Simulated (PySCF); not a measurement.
HGeO (SMILES [OH+]=[Ge]), charge +1, singlet, geometry from GFN2-xTB; PBE0/6-31G in PySCF.

The PySCF input:
```python
from pyscf import gto, scf, dft

mol = gto.Mole()
mol.atom = '''
    O    -0.000000   -0.000000   -1.247879
    Ge    0.000000    0.000000    0.381520
    H    -0.000000   -0.000000   -2.225602
'''
mol.basis = '6-31g'
mol.charge = 1
mol.spin = 0
mol.verbose = 4
mol.build()

mf = dft.RKS(mol)
mf.xc = 'pbe0'
mf.kernel()
mf.analyze()
```

The log (banner, timings and long lists left out):

```
PySCF version 2.14.0

[INPUT] verbose = 4
[INPUT] num. atoms = 3
[INPUT] num. electrons = 40
[INPUT] charge = 1
[INPUT] spin (= nelec alpha-beta = 2S) = 0
[INPUT] symmetry False subgroup None
[INPUT] Mole.unit = angstrom
[INPUT] Symbol           X                Y                Z      unit          X                Y                Z       unit  Magmom
[INPUT]  1 O      0.000000000000   0.000000000000  -1.247879000000 AA    0.000000000000   0.000000000000  -2.358149546596 Bohr   0.0
[INPUT]  2 Ge     0.000000000000   0.000000000000   0.381520000000 AA    0.000000000000   0.000000000000   0.720968311044 Bohr   0.0
[INPUT]  3 H      0.000000000000   0.000000000000  -2.225602000000 AA    0.000000000000   0.000000000000  -4.205778242284 Bohr   0.0

nuclear repulsion = 93.9657282787501
number of shells = 18
number of NR pGTOs = 116
number of NR cGTOs = 38
basis = 6-31g
ecp = {}

******** <class 'pyscf.dft.rks.RKS'> ********
method = RKS
initial guess = minao
damping factor = 0
level_shift factor = 0
DIIS = <class 'pyscf.scf.diis.CDIIS'>
diis_start_cycle = 1
diis_space = 8
diis_damp = 0
SCF conv_tol = 1e-09
SCF conv_tol_grad = None
SCF max_cycles = 50
direct_scf = True
direct_scf_tol = 1e-13
XC library pyscf.dft.libxc version 7.1.2
    S. Lehtola, C. Steigemann, M. J. T. Oliveira, and M. A. L. Marques,  SoftwareX 7, 1–5 (2018)
XC functionals = pbe0
    C. Adamo and V. Barone,  J. Chem. Phys. 110, 6158 (1999)
    M. Ernzerhof and G. E. Scuseria,  J. Chem. Phys. 110, 5029 (1999)
radial grids:
    Treutler-Ahlrichs [JCP 102, 346 (1995); DOI:10.1063/1.469408] (M4) radial grids

becke partition: Becke, JCP 88, 2547 (1988); DOI:10.1063/1.454033
pruning grids: <function nwchem_prune>
grids dens level: 3
symmetrized grids: False
atomic radii adjust function: <function treutler_atomic_radii_adjust>
small_rho_cutoff = 0
Set gradient conv threshold to 3.16228e-05
Initial guess from minao.
tot grids = 44536
init E= -2151.6113398606
  HOMO = -0.359618173173189  LUMO = -0.101163244287476  gap/eV = 7.03292
cycle= 1 E= -2151.74279059394  delta_E= -0.131  |g|= 0.663  |ddm|= 1.67
  HOMO = -0.485982525630831  LUMO = -0.295507962613794  gap/eV = 5.18308
cycle= 2 E= -2150.92836752496  delta_E= 0.814  |g|= 2.01  |ddm|= 1.81
  HOMO = -0.62399851671825  LUMO = -0.321877485894576  gap/eV = 8.22113
cycle= 3 E= -2151.84089857335  delta_E= -0.913  |g|= 0.0396  |ddm|= 1.37
  HOMO = -0.62748714915603  LUMO = -0.319153416661998  gap/eV = 8.39019
cycle= 4 E= -2151.84166555426  delta_E= -0.000767  |g|= 0.0189  |ddm|= 0.126
  HOMO = -0.623156167139015  LUMO = -0.315900414212105  gap/eV = 8.36085
cycle= 5 E= -2151.841775446  delta_E= -0.00011  |g|= 0.00383  |ddm|= 0.0254
  HOMO = -0.622930041750981  LUMO = -0.315748271831792  gap/eV = 8.35884
cycle= 6 E= -2151.84177745722  delta_E= -2.01e-06  |g|= 0.000372  |ddm|= 0.00273
  HOMO = -0.622914249983568  LUMO = -0.315727696355888  gap/eV = 8.35897
cycle= 7 E= -2151.84177746882  delta_E= -1.16e-08  |g|= 2.74e-05  |ddm|= 0.000203
  HOMO = -0.622910933613934  LUMO = -0.315723482390889  gap/eV = 8.35900
cycle= 8 E= -2151.84177746897  delta_E= -1.51e-10  |g|= 4.46e-06  |ddm|= 2.55e-05
  HOMO = -0.62291162662138  LUMO = -0.315724269519571  gap/eV = 8.35899
Extra cycle  E= -2151.84177746896  delta_E= 9.55e-12  |g|= 8.05e-06  |ddm|= 9.61e-06
converged SCF energy = -2151.84177746896
**** SCF Summaries ****
Total Energy =                       -2151.841777468962846
Nuclear Repulsion Energy =              93.965728278750063
One-electron Energy =                -3174.386910245648778
Two-electron Energy =                  928.579404497935684
Two-electron Coulomb Energy =         1016.066335885539843
DFT Exchange-Correlation Energy =      -87.486931387604201
HOMO-LUMO gap [eV] =                     8.358993754560903
**** MO energy ****
MO #1   energy= -399.354146315334  occ= 2
MO #2   energy= -50.201417231487   occ= 2
MO #3   energy= -44.6856137671866  occ= 2
MO #4   energy= -44.6856137671865  occ= 2
MO #5   energy= -44.683967297674   occ= 2
MO #6   energy= -19.5036853608273  occ= 2
MO #7   energy= -6.57799642878148  occ= 2
MO #8   energy= -4.73300215218324  occ= 2
MO #9   energy= -4.73300215218319  occ= 2
MO #10  energy= -4.72967685919159  occ= 2
MO #11  energy= -1.52120305133298  occ= 2
MO #12  energy= -1.50667551803754  occ= 2
MO #13  energy= -1.50667549618926  occ= 2
MO #14  energy= -1.50474287481368  occ= 2
MO #15  energy= -1.50474287481368  occ= 2
MO #16  energy= -1.28693840979082  occ= 2
MO #17  energy= -0.884980424546393 occ= 2
MO #18  energy= -0.630895948896859 occ= 2
MO #19  energy= -0.630895948896857 occ= 2
MO #20  energy= -0.62291162662138  occ= 2
MO #21  energy= -0.315724269519571 occ= 0
MO #22  energy= -0.315724269519566 occ= 0
MO #23  energy= -0.193793053735763 occ= 0
MO #24  energy= -0.0775968578331843 occ= 0
MO #25  energy= -0.0590101432604877 occ= 0
MO #26  energy= -0.0019372392708301 occ= 0
MO #27  energy= -0.00193723927081663 occ= 0
MO #28  energy= 0.0635282383773177 occ= 0
 ** Mulliken pop on meta-lowdin orthogonal AOs  **
 ** Mulliken pop  **
pop of  0 O 1s            1.99996
pop of  0 O 2s            1.56357
pop of  0 O 3s            0.00233
pop of  0 O 2px           1.75541
pop of  0 O 2py           1.75541
pop of  0 O 2pz           1.45453
pop of  0 O 3px           0.00151
pop of  0 O 3py           0.00151
pop of  0 O 3pz           0.00241
pop of  1 Ge 1s           2.00000
pop of  1 Ge 2s           1.99999
pop of  1 Ge 3s           1.99973
pop of  1 Ge 4s           1.84948
pop of  1 Ge 5s           0.00534
pop of  1 Ge 2px          2.00000
pop of  1 Ge 2py          2.00000
pop of  1 Ge 2pz          2.00000
pop of  1 Ge 3px          1.99986
pop of  1 Ge 3py          1.99986
pop of  1 Ge 3pz          1.99992
pop of  1 Ge 4px          0.24098
pop of  1 Ge 4py          0.24098
pop of  1 Ge 4pz          0.53029
pop of  1 Ge 5px          0.00238
pop of  1 Ge 5py          0.00238
pop of  1 Ge 5pz          0.00975
pop of  1 Ge 3dxy         1.99995
pop of  1 Ge 3dyz         1.99939
pop of  1 Ge 3dz^2        1.99505
pop of  1 Ge 3dxz         1.99939
pop of  1 Ge 3dx2-y2      1.99995
pop of  1 Ge 4dxy         0.00005
pop of  1 Ge 4dyz         0.00047
pop of  1 Ge 4dz^2        0.00106
pop of  1 Ge 4dxz         0.00047
pop of  1 Ge 4dx2-y2      0.00005
pop of  2 H 1s            0.56755
pop of  2 H 2s            0.01906
 ** Mulliken atomic charges  **
charge of    0O =     -0.53664
charge of    1Ge =      1.12324
charge of    2H =      0.41340

WARN: System has nonzero charge 1; the dipole moment is origin-dependent.
Location of origin: [0. 0. 0.]

Dipole moment(X, Y, Z, Debye): -0.00000, -0.00000, -0.68367
```
